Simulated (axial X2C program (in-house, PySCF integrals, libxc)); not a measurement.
## Low determinants of CdB at the PBE0 level, two-component

Computed with an in-house relativistic program for diatomic molecules. Two-component (2c) means X2C with spin–orbit coupling and atomic mean-field two-electron Coulomb and Gaunt terms. Basis: Cd dyall-v3z [12s12p8d3f2g], B dyall-v3z [7s6p2d1f] (cores contracted in-house); Gaussian nuclei, density fitting, unrestricted open shells. Masses: Cd 113.903 u, B 11.009 u.

Search at 2.415 Å (vertical energies from the lowest determinant):

```json
{"ΔE (eV)": "0.00", "state": "Ω = 1/2", "electrons beyond evenly filled partner blocks": "ω = 1/2", "electrons in ±ω = 1/2, 3/2, 5/2, 7/2": "35 14 4 0"}
{"ΔE (eV)": "0.02", "state": "Ω = 3/2", "electrons beyond evenly filled partner blocks": "ω = 3/2", "electrons in ±ω = 1/2, 3/2, 5/2, 7/2": "34 15 4 0"}
{"ΔE (eV)": "1.53", "state": "Ω = 5/2", "electrons beyond evenly filled partner blocks": "2 × ω = 1/2, ω = 3/2", "electrons in ±ω = 1/2, 3/2, 5/2, 7/2": "34 15 4 0"}
{"ΔE (eV)": "2.03", "state": "Ω = 3/2", "electrons beyond evenly filled partner blocks": "3 × ω = 1/2", "electrons in ±ω = 1/2, 3/2, 5/2, 7/2": "35 14 4 0"}
{"ΔE (eV)": "2.06", "state": "Ω = 1/2", "electrons beyond evenly filled partner blocks": "2 × ω = -1/2, ω = 3/2", "electrons in ±ω = 1/2, 3/2, 5/2, 7/2": "34 15 4 0"}
```

Lowest determinant, Ω = 1/2 (⟨Sz⟩ = -0.50, ⟨Lz⟩ = 1.00 at PBE0): Re = 2.398 Å, ωe = 282.2 cm⁻¹.

The determinant in row 2 of the search, Ω = 3/2 (⟨Sz⟩ = 0.50, ⟨Lz⟩ = 1.00 at PBE0), was followed along the bond at PBE0; measured from the minimum of the lowest determinant it gives:

Te = 0.022 eV (177 cm⁻¹), Re = 2.416 Å, ωe = 275.0 cm⁻¹.

**Question.** Compare the bond of the determinant in row 2 with that of the lowest one.

**Answer.** At PBE0 its Re is 0.018 Å longer and its force constant, which goes as ωe², is 0.95 times that of the lowest determinant. T0 ≈ Te + Δωe/2 = 177 + (-4) = 173 cm⁻¹.

The search compares states at one distance, so a state with another bond length can lie lower; it is not exhaustive and yields mostly the lowest determinant of each block pattern, so other components and higher states of one pattern are missing. These are energies of single determinants, not of spin-adapted states; PBE0 term energies can be off by some tenths of an eV, and the functional has no current term. The lowest determinant need not be the ground state where others lie within half an eV.
